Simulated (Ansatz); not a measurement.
C₂H₅In, SMILES `C=[CH][InH2]`, 8 atoms. Charge 0, multiplicity 1. Correlated methods include outer-core shells of In, which these sets cover unevenly. In: def2 effective core potential. All runs use 4 threads of an Arm Neoverse V2 on a shared host. Correlated methods freeze the cores. Open-shell runs search over several starts.

Question: How many basis functions does each run have, and how long does it take in Ansatz? RHF-MP2/def2-QZVPP energy; UHF-MP2/def2-QZVPP energy of the cation; RKS ωB97M-V/def2-SVP energy; RKS PBE0-D4/def2-SVP energy; RHF-CCSD(T)/def2-SVP energy; RKS B2PLYP (frozen core)/def2-TZVPP energy; RKS SPW92 (LDA)/def2-TZVPP energy; RKS PBE0-D4/def2-TZVP relaxation (7 steps); UKS ωB97X-V/def2-TZVPP energy of the cation; UKS PBE-D4/def2-TZVPP energy of the cation; RKS PBE-QIDH (frozen core)/def2-TZVPP energy; UHF-CCSD(T)/def2-TZVPP energy of the cation. (Best estimate.)

Answer: The calculation gave: Other jobs shared the machine, so times are rough.

```json
{"level": "RKS PBE0-D4/def2-SVP", "job": "energy", "functions": "79", "wall time": "0.55 s", "peak host memory (GiB)": "0.14"}
{"level": "RKS SPW92 (LDA)/def2-TZVPP", "job": "energy", "functions": "182", "wall time": "0.7 s", "peak host memory (GiB)": "0.18"}
{"level": "RHF-CCSD(T)/def2-SVP", "job": "energy", "functions": "79", "wall time": "1.6 s", "peak host memory (GiB)": "0.26"}
{"level": "RKS ωB97M-V/def2-SVP", "job": "energy", "functions": "79", "wall time": "2.3 s", "peak host memory (GiB)": "0.21"}
{"level": "RKS PBE-QIDH (frozen core)/def2-TZVPP", "job": "energy", "functions": "182", "wall time": "2.7 s", "peak host memory (GiB)": "0.38"}
{"level": "RKS B2PLYP (frozen core)/def2-TZVPP", "job": "energy", "functions": "182", "wall time": "2.8 s", "peak host memory (GiB)": "0.38"}
{"level": "UKS PBE-D4/def2-TZVPP", "job": "energy of the cation", "functions": "182", "wall time": "4.9 s", "peak host memory (GiB)": "0.25"}
{"level": "RHF-MP2/def2-QZVPP", "job": "energy", "functions": "346", "wall time": "9 s", "peak host memory (GiB)": "1.3"}
{"level": "RKS PBE0-D4/def2-TZVP", "job": "relaxation (7 steps)", "functions": "142", "wall time": "12 s", "peak host memory (GiB)": "0.29"}
{"level": "UKS ωB97X-V/def2-TZVPP", "job": "energy of the cation", "functions": "182", "wall time": "25 s", "peak host memory (GiB)": "0.78"}
{"level": "UHF-MP2/def2-QZVPP", "job": "energy of the cation", "functions": "346", "wall time": "35 s", "peak host memory (GiB)": "1.5"}
{"level": "UHF-CCSD(T)/def2-TZVPP", "job": "energy of the cation", "functions": "182", "wall time": "2.4 min", "peak host memory (GiB)": "5"}
```
